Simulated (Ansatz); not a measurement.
Consider the silylene loss: `[SiH3][SiH]1C[Se]1` → `C1[SiH2][Se]1` + `[SiH2]`.

Gas-phase electronic energies from Ansatz, PBE0-D4/def2-TZVP geometries. CCSD(T)/CBS adds triple-zeta CCSD(T) − MP2 to the extrapolated MP2 energy (def2 sets, frozen cores). This one scheme is used for every species. For Se outer-core shells are correlated without core-valence functions, which leaves a few kJ/mol of doubt a bond. Scalar relativity is left out up to krypton.

```tsv
species	CCSD(T)/CBS(def2) energy (Eh)
`[SiH3][SiH]1C[Se]1`	-3020.52148
`C1[SiH2][Se]1`	-2730.23745
`[SiH2]`	-290.19011
```

Problem. Work out ΔE.

Solution. ΔE = (-2730.23745) + (-290.19011) − (-3020.52148) = 0.09392 Eh = +246.6 kJ/mol.

Largest T1 diagnostic among the species: 0.014.

From PBE to PBE0 (25 % exact exchange), in def2-TZVPP and without D4, ΔE moves by +5.7 kJ/mol. The D4 term adds +14.5 kJ/mol with B3LYP and +8.1 kJ/mol with PBE0; it sums over pairs of atoms, weighted by their polarisabilities, and B3LYP, whose exchange is more repulsive, gets the larger term.

B3LYP here is the variant with VWN-RPA as its local correlation; programs differ in this.
